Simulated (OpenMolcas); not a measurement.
## What dynamic correlation does to the levels of Zn

```json
{
  "Program": "OpenMolcas 26.06",
  "Basis": "ANO-RCC-VTZP [6s5p3d2f1g]",
  "Scalar Hamiltonian": "DKH2, point nucleus",
  "Active space": "2 electrons in 4 orbitals (4s 4p)",
  "State averaging": "2S+1 = 3 even, 3 roots; 2S+1 = 1 even, 1 root kept (CI in the orbitals of an earlier block); 2S+1 = 3 odd, 3 roots; 2S+1 = 1 odd, 3 roots kept (CI in the orbitals of an earlier block)",
  "Spin-orbit coupling": "RASSI with atomic mean-field integrals over the reference wave functions, term energies averaged over their components"
}
```

Methods on the same reference wave functions:
A. CASSCF
B. SS-CASPT2, IPEA 0.25 Eh, imaginary shift 0.1 Eh (closed shells correlated: 3d)

Energies in cm⁻¹ above 4s² ¹S₀, the measured ground level; measured values from NIST Handbook of Basic Atomic Spectroscopic Data.

```tsv
Level	A	B	Measured
4s² ¹S₀	0.0	0.0	0.0
4s 4p ³P°₀	26424	31091	32311
4s 4p ³P°₁	26583	31250	32501
4s 4p ³P°₂	26909	31576	32890
4s 4p ¹P°₁	51565	49020	46745
```

Deviations, from unrounded energies. A percentage is the sum of absolute deviations over the sum of measured energies, with the sign that they share, or ± where signs differ.

```json
{"Against measurement": "mean absolute deviation (cm-1)", "Levels": "4", "A": "5700", "B": "1500"}
{"Against measurement": "other configurations (%)", "Levels": "4", "A": "±15.6", "B": "±4.2"}
```

B lies closest to measurement on these levels. The largest miss of B in the table is 4s 4p ¹P°₁, by +2300 cm-1. The ranking rests on the paired levels alone, and a cruder setting can come out closer through cancelling errors.

The lowest spin-free term lies below A's lowest term by 0.501 hartree in B.

Terms from blocks run as CI alone lack orbitals of their own. Without dynamic correlation excited terms often stand tens of per cent too high (terms of higher spin than the ground term too low), and those without a measured partner can miss by more than the paired ones (holds for A). Measured partners are found by configuration, term and J. A level has none where our copy of the source lacks it or the pairing is in doubt (some pairs that miss far off the trend of their configuration count as doubtful), and it then counts in no deviation. Levels of configurations outside the active space are missing. Levels that lie high or do not pair safely by name in every column are left out.

° marks odd parity.
